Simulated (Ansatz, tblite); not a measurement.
Removing an electron: (Cl)2Si(OSiH2)2O (Si₃Cl₂O₃H₄). Total charge 0; singlet. Geometry: PBE-D4/def2-SVP. Ansatz, gas phase; energy differences of separate SCF runs; the oxidised species was run as a doublet alone.

Cartesian coordinates in Å:
```
Si -0.682 -0.835 1.302
Cl -1.632 -2.649 1.188
Cl -0.691 -0.191 3.250
O -1.474 0.267 0.350
Si -0.955 1.181 -0.971
O 0.653 0.798 -1.251
Si 1.718 -0.248 -0.486
O 0.881 -0.993 0.777
H -1.076 2.632 -0.630
H -1.776 0.811 -2.165
H 2.862 0.527 0.085
H 2.172 -1.298 -1.449
```

The xTB rows come from tblite. Correlated methods freeze 28 core orbitals.

```
             level  −HOMO (eV)  vertical IE (eV)  −LUMO (eV)  HOMO–LUMO gap (eV)                remarks
          GFN1-xTB       11.77             13.90        4.37                7.40                      –
          GFN2-xTB       11.79             13.90        5.98                5.81                      –
       HF/def2-SVP           –             11.03           –                   –                      –
  PBE-D4/def2-TZVP        7.48              9.84        1.22                6.26                      –
 PBE0-D4/def2-TZVP        8.91             10.60        0.27                8.64                      –
PBE-QIDH/def2-TZVP           –             11.60           –                   –                      –
      MP2/def2-SVP           –             12.07           –                   –                      –
     CCSD/def2-SVP           –             11.37           –                   –  large T1 (+1 doublet)
  CCSD(T)/def2-SVP           –             11.23           –                   –  large T1 (+1 doublet)
```

 Raw xTB energy differences between charge states are shifted by several eV; the methods need an empirical correction for them.
